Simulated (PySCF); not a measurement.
**Basis-set dependence of GeCl at CCSD**

PySCF, UHF reference; doublet, unpaired electrons π ↑; De to Ge + Cl without counterpoise correction. Frozen cores follow the default of each basis and core potential.

| basis | relativity | functions | Re (Å) | ωe (cm⁻¹) | De (eV) | frozen orbitals |
| --- | --- | --- | --- | --- | --- | --- |
| cc-pVDZ-PP/cc-pV(D+d)Z | scalar-relativistic core potentials | 46 | 2.201 | 402 | 3.41 | 9 |
| def2-TZVPP | no relativity | 90 | 2.174 | 415 | 3.77 | 14 |
| def2-TZVPPD | no relativity | 105 | 2.176 | 412 | 3.80 | 14 |

(1) How does each smaller set differ from the one with most functions, def2-TZVPPD?

Correlated steps freeze the inner cores (9 to 14 orbitals); shallow outer-core shells are correlated. Correlated levels converge slowly with the basis: in double zeta they bind strong bonds too weakly, by up to about 1 eV, and carry superposition errors of some tenths. Spin–orbit coupling is left out. The state is the lowest determinant that a PBE0 search found; another state may lie lower at other levels.

Answers

(1) cc-pVDZ-PP/cc-pV(D+d)Z: +2.5 pm, -2.4 % in ωe, -0.39 eV in De; def2-TZVPP: -0.2 pm, +0.7 % in ωe, -0.03 eV in De. All at CCSD; the set with most functions is neither the basis-set limit nor always the best. The rows treat relativity differently, so the differences are not basis effects alone.
